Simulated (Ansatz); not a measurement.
H5ClFNSi2 (SMILES F[SiH2]N[SiH2]Cl), singlet, geometry from GFN2-xTB, atoms displaced at random by about 0.03 Å a coordinate; Ansatz (a program for electronic structure) with HF/STO-3G, gradient.

Here is a job for Ansatz.
Ansatz 0.2 input:
```yaml
crystal:
  periodic: [false, false, false]
  atoms:
    - {symbol: Si, position_ang: [-1.49959956, -0.23421185, 0.50066750]}
    - {symbol: F, position_ang: [-2.98657955, 0.28547415, 0.10661186]}
    - {symbol: N, position_ang: [-0.46347179, 0.53362209, -0.58533594]}
    - {symbol: Si, position_ang: [1.26112421, 0.43472719, -0.91654468]}
    - {symbol: Cl, position_ang: [1.97944580, -0.67531864, 0.64983883]}
    - {symbol: H, position_ang: [-1.30392626, 0.27543260, 1.80283623]}
    - {symbol: H, position_ang: [-1.54598103, -1.73695898, 0.33003532]}
    - {symbol: H, position_ang: [-0.94426853, 1.12012953, -1.28716878]}
    - {symbol: H, position_ang: [1.83123448, 1.81975529, -0.76512343]}
    - {symbol: H, position_ang: [1.54854440, -0.26928985, -2.09650305]}
basis:
  gaussian:
    orbitals: STO-3G
hamiltonian:
  xc: hf
output: {forces: true}
```

Question: What does Ansatz print? Leave out banner, timings and long lists.

Answer: 
```
Functional definition: HF
498 factors; integrals over basis functions are off by at most 2.8e-5 eV
mean field evaluation 1: about -32122.4835 eV, gradient 2.5e1 eV
mean field evaluation 2: about -32122.5654 eV, gradient 2.5e1 eV
mean field evaluation 4: about -32125.3263 eV, gradient 1.5e0 eV
mean field evaluation 8: about -32125.3372 eV, gradient 2.1e-2 eV
mean field -32125.33724818 eV, -1180.5843685351 hartree, gradient 2.5e-5 eV, S^2 0.000000; 0 other end points of the search recorded, 0 dependent functions left out
the calculation of the forces begins
reference -32125.33724818 eV, -1180.5843685351 hartree; 33, 33 occupied and 9, 9 virtual orbitals, 498 factors
Total energy: -32125.33724818 eV, -1180.5843685351 hartree
Atom 0 at    -1.499600    -0.234212     0.500668 Å, force    -1.683742    -1.931923    -0.155197 eV/Å
Atom 1 at    -2.986580     0.285474     0.106612 Å, force     0.089963    -0.070141    -0.173323 eV/Å
Atom 2 at    -0.463472     0.533622    -0.585336 Å, force     1.728364     0.883633    -2.300979 eV/Å
Atom 3 at     1.261124     0.434727    -0.916545 Å, force    -1.793063     2.744619     1.213395 eV/Å
Atom 4 at     1.979446    -0.675319     0.649839 Å, force     0.590473    -0.690594     0.804551 eV/Å
Atom 5 at    -1.303926     0.275433     1.802836 Å, force     0.394437    -0.505930     0.608670 eV/Å
Atom 6 at    -1.545981    -1.736959     0.330035 Å, force     0.436310     2.130404     0.614888 eV/Å
Atom 7 at    -0.944269     1.120130    -1.287169 Å, force     0.295245    -0.534494     0.741905 eV/Å
Atom 8 at     1.831234     1.819755    -0.765123 Å, force    -0.429723    -1.988158    -0.677873 eV/Å
Atom 9 at     1.548544    -0.269290    -2.096503 Å, force     0.371736    -0.037416    -0.676037 eV/Å
Dipole moment:     0.044231     0.240623    -0.519728 e Å
```
